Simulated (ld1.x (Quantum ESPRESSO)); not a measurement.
## An all-electron radial function and its pseudo partner (Ce (Z = 58))

Columns: radius, all-electron u(r) and pseudo u(r) of the 5s shell (level -53.61 eV) of cerium in the configuration [Kr] 4d10 4f1 5s2 5p6 5d1 6s0 6p0; LDA (PZ), scalar-relativistic, TM semilocal scheme, ld1.x (Quantum ESPRESSO) 7.5.

```
r (bohr)  all-electron  pseudo
   0.130        0.0715  0.1152
   0.260        0.2471  0.2288
   0.390       -0.3233  0.3390
   0.520       -0.5248  0.4443
   0.650       -0.3039  0.5428
   0.780        0.0828  0.6324
   0.910        0.4513  0.7107
   1.040        0.7242  0.7746
   1.170        0.8885  0.8210
   1.300        0.9599  0.8467
   1.430        0.9618  0.8494
   1.560        0.9172  0.8286
   1.690        0.8448  0.7858
   1.820        0.7585  0.7250
   1.950        0.6679  0.6520
   2.080        0.5792  0.5731
   2.210        0.4962  0.4945
   2.340        0.4209  0.4206
   2.470        0.3541  0.3541
   2.600        0.2959  0.2959
   2.730        0.2457  0.2457
   2.860        0.2031  0.2031
   2.990        0.1671  0.1671
   3.120        0.1369  0.1369
   3.250        0.1118  0.1118
   3.380        0.0910  0.0910
```

(1) How many radial nodes do the two functions have?

(2) At about which radius was the pseudo-wave matched?

(3) Is the pseudo-wave norm-conserving?

Answers

(1) The all-electron 5s function has n − l − 1 = 4 (the table is too coarse to show those close to the nucleus); the pseudo-wave has 0, since the states of the same l below it are removed with the core.

(2) 2.60 bohr. The columns agree to 0.0005 from 2.34 bohr on; several derivatives are matched, so the curves merge somewhat inside the radius.

(3) Yes: the TM semilocal scheme keeps the norm inside the radius equal to the all-electron one, which fixes the energy derivative of the logarithmic derivative at the level.
